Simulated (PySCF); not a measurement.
# GeF2, singlet: molecular constants

Method: PBE0 in PySCF with Ge def2-TZVP, F def2-TZVP; no relativity; density-fitted integrals.

The structure is a minimum.

Z-matrix (Å, degrees; charge 0 multiplicity 1):
```
Ge
F  1 1.7448
F  1 1.7448 2 97.14
```

```
Point group                                                                   : C2v
Bond lengths                                                                  : Ge–F 1.745 Å (×2)
Bond angles                                                                   : F–Ge–F 97.1°
Rotational constants                                                          : 0.5039, 0.2592, 0.1712 cm⁻¹
Atomisation energy without zero-point energy                                  : 1050 kJ/mol
Rotational symmetry number                                                    : 2
Heat capacity Cp at 298.15 K                                                  : 47.8 J/(mol K)
Principal polarisabilities                                                    : 24.9, 26.7, 29.4 bohr³
Lowest empty level                                                            : -2.58 eV
Enthalpy at 298.15 K above 0 K                                                : 11.79 kJ/mol
Entropy at 298.15 K and 1 bar                                                 : 271.2 J/(mol K)
Zero-point energy                                                             : 9.7 kJ/mol
Highest occupied level                                                        : -8.94 eV
Dipole moment                                                                 : 2.47 D
Principal quadrupole moments (Buckingham, traceless) about the centre of mass : -4.66, -1.15, 5.81 D Å
```

Harmonic modes (masses in u: Ge 73.921, F 18.998):
```json
{"symmetry": "a1", "ω (cm⁻¹)": "259", "IR (km/mol)": "12.6", "μ (u)": "21.29"}
{"symmetry": "b2", "ω (cm⁻¹)": "667", "IR (km/mol)": "139", "μ (u)": "22.80"}
{"symmetry": "a1", "ω (cm⁻¹)": "694", "IR (km/mol)": "100", "μ (u)": "22.21"}
```

In C2v the vibrations span 2a1 + b2. Here b1 is antisymmetric to the molecular plane and b2 lies in it.

Charges (e):
```tsv
atom	Mulliken	Löwdin	polar tensor	Mayer order to Ge1
Ge1	0.73	0.36	1.24	–
F2,3	-0.36	-0.18	-0.62	0.96
```

Mulliken populations on Ge1: s 7.91, p 13.04, d 10.24, f 0.08.

Counting electrons, germanium keeps 2 of its valence electrons outside its bonds, so the VSEPR class is AX2E1 and the expected shape is bent (C2v), as computed.

The final relaxation and frequency run took about 40 core-seconds on a shared host.
